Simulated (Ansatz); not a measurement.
Geometry optimisation, Ansatz 0.2.0, RKS PBE/def2-SVP.

input.yaml

```yaml
crystal:
  periodic: [false, false, false]
  atoms:
    - { symbol: Ge, position_ang: [0.217743, -0.58137, -0.363993] }
    - { symbol: H, position_ang: [-0.041234, 0.208112, 2.26999] }
    - { symbol: H, position_ang: [1.327898, 0.100682, -1.215804] }
    - { symbol: H, position_ang: [-0.633639, 0.501973, 0.347536] }
    - { symbol: Cl, position_ang: [-1.165397, -1.501799, -1.799861] }
    - { symbol: P, position_ang: [1.084849, -2.177183, 1.033119] }
    - { symbol: H, position_ang: [0.154177, -3.171916, 0.564124] }
    - { symbol: H, position_ang: [2.068515, -2.542148, 0.041004] }
    - { symbol: H, position_ang: [0.290888, -0.28725, 2.678585] }
basis:
  gaussian: { orbitals: def2-SVP }
hamiltonian:
  xc: pbe
relax:
  f_tol: 0.03
  max_steps: 50
output:
  orbitals: {}
```

Command:

```bash
$ ansatz run input.yaml --threads 2 --pin off --max-ram 3072MiB --backend cpu --events-out ev --progress --plain --runs-dir out
```

Problem. Where does it end, and by what steps?

Solution. It converged. The force dipped under the threshold on the way, but the program's further checks kept it going. After 18 steps the energy has fallen by 0.295 eV; H2 moved furthest, 1.22 Å.

```json
{"step": "0", "energy less start (eV)": "0.0000", "largest force component (eV/Å)": "1.354", "accepted": "yes"}
{"step": "1", "energy less start (eV)": "-0.1629", "largest force component (eV/Å)": "0.137", "accepted": "yes"}
{"step": "2", "energy less start (eV)": "-0.2152", "largest force component (eV/Å)": "0.092", "accepted": "yes"}
{"step": "3", "energy less start (eV)": "-0.2461", "largest force component (eV/Å)": "0.088", "accepted": "yes"}
{"step": "4", "energy less start (eV)": "-0.2689", "largest force component (eV/Å)": "0.181", "accepted": "yes"}
{"step": "5", "energy less start (eV)": "-0.2843", "largest force component (eV/Å)": "0.062", "accepted": "yes"}
{"step": "6", "energy less start (eV)": "-0.2874", "largest force component (eV/Å)": "0.064", "accepted": "yes"}
{"step": "7", "energy less start (eV)": "-0.2884", "largest force component (eV/Å)": "0.170", "accepted": "yes"}
{"step": "8", "energy less start (eV)": "-0.2881", "largest force component (eV/Å)": "0.283", "accepted": "no"}
{"step": "9", "energy less start (eV)": "-0.2909", "largest force component (eV/Å)": "0.063", "accepted": "yes"}
{"step": "10", "energy less start (eV)": "-0.2926", "largest force component (eV/Å)": "0.023", "accepted": "yes"}
{"step": "11", "energy less start (eV)": "-0.2459", "largest force component (eV/Å)": "0.988", "accepted": "no"}
{"step": "12", "energy less start (eV)": "-0.2931", "largest force component (eV/Å)": "0.012", "accepted": "yes"}
{"step": "13", "energy less start (eV)": "-0.2936", "largest force component (eV/Å)": "0.045", "accepted": "yes"}
{"step": "14", "energy less start (eV)": "-0.2938", "largest force component (eV/Å)": "0.048", "accepted": "yes"}
{"step": "15", "energy less start (eV)": "-0.2943", "largest force component (eV/Å)": "0.035", "accepted": "yes"}
{"step": "16", "energy less start (eV)": "-0.2945", "largest force component (eV/Å)": "0.025", "accepted": "yes"}
{"step": "17", "energy less start (eV)": "-0.2946", "largest force component (eV/Å)": "0.040", "accepted": "yes"}
{"step": "18", "energy less start (eV)": "-0.2948", "largest force component (eV/Å)": "0.015", "accepted": "yes"}
```

```xyz
9
Properties=species:S:1:pos:R:3
Ge 0.220 -0.631 -0.759
H -0.074 0.360 3.479
H 1.308 0.243 -1.435
H -0.857 0.249 -0.072
Cl -0.780 -1.745 -2.361
P 1.209 -2.047 0.817
H 0.034 -2.874 0.915
H 1.807 -2.879 -0.197
H 0.436 -0.126 3.167
```

Whether the end is a true minimum wasn't checked by a vibrational analysis.

The run took 17 s on 2 threads of Intel(R) Xeon(R) 6975P-C (Granite Rapids), on a shared host, peak memory 0.15 GiB.
